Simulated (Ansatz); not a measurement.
TaCl₂, SMILES [Cl][Ta][Cl] (connectivity only; charge and spin as stated), neutral, multiplicity 4.

Geometry optimised at B3LYP-D3(BJ)/def2-TZVP. The spin state was assumed, not searched. The def2 effective core potentials stand for the cores of Ta; spin–orbit coupling is left out.

Two levels are set side by side: PBE/def2-TZVPD (Ansatz, a first-principles code) and PBE0/def2-TZVPD (Ansatz). Energy differences of separate SCF runs at the same geometry; the states with an electron removed or added have multiplicity 3 and 3. Differences are taken from unrounded values.

```csv
quantity,PBE0
vertical ionisation energy (eV),8.36
vertical electron affinity (eV),1.21
```

### Question
What does PBE give, and how far is it from PBE0? (Estimate from the structure and the level; the computed values follow.)

### Answer

```csv
quantity,PBE,PBE minus PBE0
vertical ionisation energy (eV),8.16,-0.20
vertical electron affinity (eV),1.30,0.09
```
